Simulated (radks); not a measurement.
The selenium ion Se6+, 28 electrons, occupied as [Ar] 3d10.

All-electron calculation, non-relativistic Kohn-Sham, LDA (Slater exchange, VWN5 correlation), spin-unpolarised, spherical densities, point nucleus. Program: a radial shooting solver on a logarithmic mesh with Libxc functionals.

Energy parts (hartree):
| part | energy |
|---|---|
| total | -2388.74530 |
| kinetic | 2386.74149 |
| electron-nucleus | -5624.76217 |
| Hartree | 930.54277 |
| exchange-correlation | -81.26739 |

Orbitals (lengths in bohr, moments of r in powers of bohr; r(90%) holds 90 % of the orbital's charge):
| orbital | occ. | eigenvalue (hartree) | <r^4> | r(90%) | <r^2> |
|---|---|---|---|---|---|
| 1s | 2 | -454.6089 | 0.00001876 | 0.0802 | 0.002717 |
| 2s | 2 | -60.54627 | 0.003836 | 0.309 | 0.04721 |
| 2p | 6 | -54.75763 | 0.002664 | 0.282 | 0.03653 |
| 3s | 2 | -10.73986 | 0.2443 | 0.870 | 0.3926 |
| 3p | 6 | -8.74299 | 0.2830 | 0.904 | 0.4097 |
| 3d | 10 | -5.18299 | 0.4454 | 1.01 | 0.4618 |

The highest occupied level is 3d at -141.04 eV. The electron density at the nucleus is 2.695e+04 e/bohr^3. The density falls to 0.001 e/bohr^3 at r = 2.02 bohr. Summed over all electrons, <r^2> = 8.180 bohr^2, which gives a Langevin (diamagnetic) susceptibility term of -6.48 x 10^-6 cm^3/mol. Virial ratio -V/T = 2.00084.
